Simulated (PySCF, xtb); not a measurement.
C3H7BO2, SMILES OB1CC(O)C1.

GFN2-xTB run with xtb 6.7.1 at its own geometry gives an orbital gap of 5.25 eV and a dipole moment of 1.49 D.

The structure is a stationary point at B3LYP-D3(BJ)/def2-SVP. This is a generated structure with no PubChem entry under its InChIKey; it may be hypothetical. The values are those of a single conformer.

Problem. What does PBE/def2-TZVP (PySCF) give? (An estimate is asked for; the answer gives what the named calculation found.)

Solution. gap 5.16 eV (levels -5.94 and -0.78 eV), dipole 0.91 D.
